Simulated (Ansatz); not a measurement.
Relaxation of ClH5O3Sn (10 atoms, charge 0, multiplicity 1), to a largest force component of 0.03 eV/Å in at most 50 steps.

These are results of RKS PBE/def2-SVP in Ansatz, not measurements.

```xyz
10
Properties=species:S:1:pos:R:3
Sn -0.109 -0.076 -0.035
O 0.015 -0.233 1.942
H -0.842 -0.062 2.377
O 1.769 -0.318 -0.659
H 1.868 -1.253 -0.930
H -0.832 1.348 -0.659
O -1.208 -1.662 -0.585
H -1.089 -2.367 0.081
Cl 1.424 2.768 1.580
H 1.148 1.632 2.235
```

Problem. Where does it end, and by what steps?

Solution. The run converged. After 35 steps the energy has fallen by 0.360 eV; H5 moved furthest, 1.55 Å.

| step | energy less start (eV) | largest force component (eV/Å) | accepted |
| --- | --- | --- | --- |
| 0 | 0.0000 | 0.881 | yes |
| 2 | -0.1472 | 0.137 | yes |
| 4 | -0.1600 | 0.116 | yes |
| 6 | -0.1621 | 0.048 | yes |
| 8 | -0.1635 | 0.120 | yes |
| 10 | -0.1355 | 1.606 | no |
| 12 | -0.1712 | 0.185 | yes |
| 14 | -0.1761 | 0.211 | yes |
| 16 | -0.1935 | 0.145 | yes |
| 18 | -0.2079 | 0.117 | yes |
| 20 | -0.2164 | 0.082 | yes |
| 22 | -0.2206 | 0.110 | yes |
| 24 | -0.2375 | 0.610 | yes |
| 26 | -0.2745 | 0.934 | yes |
| 28 | -0.3408 | 0.195 | yes |
| 30 | -0.3517 | 0.306 | yes |
| 32 | -0.3581 | 0.103 | yes |
| 34 | -0.3595 | 0.034 | yes |
| 35 | -0.3597 | 0.028 | yes |

```xyz
10
Properties=species:S:1:pos:R:3
Sn -0.293 -0.092 -0.095
O -0.023 0.009 1.967
H -0.805 0.358 2.440
O 1.541 -0.533 -0.706
H 2.124 0.111 -0.234
H -1.165 1.280 -0.647
O -1.439 -1.681 -0.441
H -0.919 -2.495 -0.293
Cl 2.056 1.851 1.429
H 1.065 0.970 1.929
```

Whether the end is a true minimum wasn't checked by a vibrational analysis.

Time of the run: 40 s on 4 threads of Arm Neoverse V2, on a shared host, peak memory 0.17 GiB.
